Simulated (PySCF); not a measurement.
Computed with PBE-D3(BJ)/def2-TZVP // B3LYP-D3(BJ)/def2-TZVP in PySCF. Isolated molecules, 0 K electronic values unless said otherwise. Delta-SCF ions had no search for a lower state. Excitations are Tamm–Dancoff values on a coarser integration grid. The basis has no diffuse functions, so Rydberg states are missing or too high.

Reference species (SMILES): `BrB(Br)Br` (neutral, multiplicity 1).

| Property | Value |
|---|---|
| LUMO | -2.96 eV |
| S1 oscillator strength | 0.000 |
| vertical ionisation energy (Delta-SCF) | 9.84 eV |
| brightest of the four lowest singlets (TDA) | 5.54 eV |

Changed species: `IB(I)I` (3 of 3 Br replaced by I; the reference has 0 of 3 Br replaced by I).

### Question
What does the change do to the LUMO, S1 oscillator strength, vertical ionisation energy (Delta-SCF) and brightest of the four lowest singlets (TDA)?

### Answer
the LUMO drops by 0.30 eV, to -3.26 eV; the S1 oscillator strength stays essentially unchanged; the vertical ionisation energy (Delta-SCF) drops by 1.11 eV, to 8.73 eV; the brightest of the four lowest singlets (TDA) drops by 1.26 eV, to 4.28 eV.
